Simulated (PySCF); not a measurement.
C3H14OSi3.
SMILES: `CC(C)O[SiH2][SiH2][SiH3]`

All values: B3LYP/def2-SVPD (PySCF, non-relativistic), on one gas-phase PBE0-D3(BJ)/def2-SVP geometry that isn't relaxed in the solvent. The solvent is an IEF-PCM continuum (van der Waals radii × 1.2), and excitations are vertical TDDFT with non-equilibrium linear response and a frozen core. Only the electrostatic response of the medium enters.

Gas-phase singlets (H = HOMO, L = LUMO):

```json
{"state": "S1", "E (eV)": "6.117", "λ (nm)": "203", "f": "0.091", "leading configurations": "H→L 88%"}
{"state": "S2", "E (eV)": "6.318", "λ (nm)": "196", "f": "0.028", "leading configurations": "H-1→L 92%"}
{"state": "S3", "E (eV)": "6.474", "λ (nm)": "192", "f": "0.002", "leading configurations": "H→L+1 92%"}
{"state": "S4", "E (eV)": "6.851", "λ (nm)": "181", "f": "0.052", "leading configurations": "H-2→L 45%, H→L+2 43%"}
{"state": "S5", "E (eV)": "6.951", "λ (nm)": "178", "f": "0.016", "leading configurations": "H→L+3 60%, H-1→L+1 18%, H→L+2 13%"}
```

**Question.** How does the list change in dichloromethane (ε = 8.93)?

**Answer.** 
```csv
state,E (eV),λ (nm),f,leading configurations,change by rank (eV)
S1,6.112,203,0.143,H→L 92%,-0.005
S2,6.310,196,0.041,H-1→L 94%,-0.008
S3,6.465,192,0.003,H→L+1 94%,-0.009
S4,6.833,181,0.096,"H→L+2 59%, H-2→L 32%",-0.018
S5,6.927,179,0.017,"H-1→L+1 85%, H-2→L 9%",-0.024
```

**Question.** How do the frontier levels move from gas to dichloromethane?

**Answer.** 
```
orbital  gas (eV)  solvent (eV)  change (eV)
 LUMO+2      0.12          0.18        +0.06
 LUMO+1     -0.05          0.02        +0.07
   LUMO     -0.55         -0.46        +0.09
   HOMO     -7.52         -7.46        +0.06
 HOMO-1     -7.85         -7.75        +0.10
 HOMO-2     -8.31         -8.24        +0.07
 HOMO-3     -8.65         -8.56        +0.09
```

The HOMO–LUMO gap goes from 6.97 to 7.01 eV.

Conformer computed: `[CH3:1][CH:2]([CH3:3])[O:4][SiH2:5][SiH2:6][SiH3:7]`: C1–C2–O4–Si5 85°, C2–O4–Si5–Si6 179°, O4–Si5–Si6–Si7 21°.
